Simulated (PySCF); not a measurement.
# How methods differ on the ionisation energy of Nb⁺

Nb⁺ [Kr] 4d4 (5D) → Nb²⁺ [Kr] 4d3 (4F), as a difference of total energies. Computed with PySCF 2.14 in cc-pVTZ-PP with ECP28MDF (5s5p4d2f1g, 63 functions), with a scalar-relativistic core potential. Correlated levels: valence: 4s2 4p6 frozen. The calculations carry no spin-orbit coupling.

| method | ionisation energy (eV) | difference from reference (eV) |
| --- | --- | --- |
| UHF | 13.052 | -1.268 |
| PBE | 14.487 | +0.167 |
| MP2 (valence) | 13.593 | -0.727 |
| SCS-MP2 (valence) | 13.232 | -1.088 |

Reference: 14.32 eV (semi-empirical (NIST evaluation); NIST Atomic Spectra Database, ionization energies).

The reference lies between the lowest fine-structure levels, while these numbers refer to the centres of the terms.

Errors of the correlated levels include the incompleteness of this basis and the frozen core.
